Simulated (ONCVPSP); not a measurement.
# chlorine: one change to an ONCV potential, before and after

| Quantity | Value |
| --- | --- |
| Element | Cl (Z = 17) |
| Generator | ONCVPSP 4.0.1 |
| Type | optimised norm-conserving Vanderbilt (ONCV) |
| Functional | PBE |
| Relativity | scalar-relativistic |
| Frozen core | [Ne] |
| Valence charge | 7 |
| Reference configuration | 3s2 3p5 |
| Partial waves | 3s: rc 1.15 bohr, ncon 3, nbas 7, qcut 6.4 1/bohr, 2 projectors, debl 0.6 Ha; 3p: rc 1.55 bohr, ncon 4, nbas 7, qcut 5.1 1/bohr, 2 projectors, debl 3.4 Ha; d scattering state at 0.04 Ha: rc 1.20 bohr, ncon 4, nbas 7, qcut 8.9 1/bohr, 2 projectors, debl 1.3 Ha |
| Local potential | polynomial inside 1.05 bohr (lpopt 5, dvloc0 6 Ha) |
| Core correction | Teter function, fcfact 4.75, rcfact 1.7 |

In the s channel the program set the typed energies aside and used -0.760, 0.250 Ha.

Change: core correction Teter function, fcfact 1.4, rcfact 1.7.

Cutoffs: the cutoffs (Ha) at which the residual kinetic energy of the hardest occupied pseudo-wave falls to 1 and 0.1 mHa per electron; they do not see the model core or the augmentation charge, which bear on the density cutoff. Errors are all-electron minus pseudo energies relative to the spin-unpolarised reference configuration.

Q: What does the change do?

A: The potential gets neither clearly harder nor softer (16 Ha and 28 Ha → 16 Ha and 28 Ha); of the 4 tests that both files solve, the error grows in 2 and shrinks in 1 by more than 15 % and 0.3 meV (median size 5.7 → 6.2 meV); neither file shows a bound ghost. A model core, the more so a compact one, raises the density cutoff, which this test does not measure.

| quantity | base | changed |
| --- | --- | --- |
| cutoff, loose | 16 Ha | 16 Ha |
| cutoff, tight | 28 Ha | 28 Ha |
| bound ghosts | none | none |
| GHOST(+) flags under 300 eV | none | none |
| error for 3s2 3p4, meV [ΔE 13.88 eV] | -0.1 | -0.5 |
| error for 3s2 3p3, meV [ΔE 39.32 eV] | 0.0 | +2.0 |
| error for 3s2 3p2, meV [ΔE 77.63 eV] | -11 | +10 |
| error for 3s2 3p1, meV [ΔE 129.87 eV] | -70 | +26 |
| s: phases at 1.17 bohr within 0.05 rad from the reference energy up to (Ha; the scan ends near 5) | to the end of the scan | to the end of the scan |
| p: phases at 1.57 bohr within 0.05 rad from the reference energy up to (Ha; the scan ends near 5) | to the end of the scan | to the end of the scan |
| d: phases at 1.22 bohr within 0.05 rad from the reference energy up to (Ha; the scan ends near 5) | to the end of the scan | to the end of the scan |
| rms error of d²Exc/dni dnj with the model core, mHa | 3.19 | 0.87 |
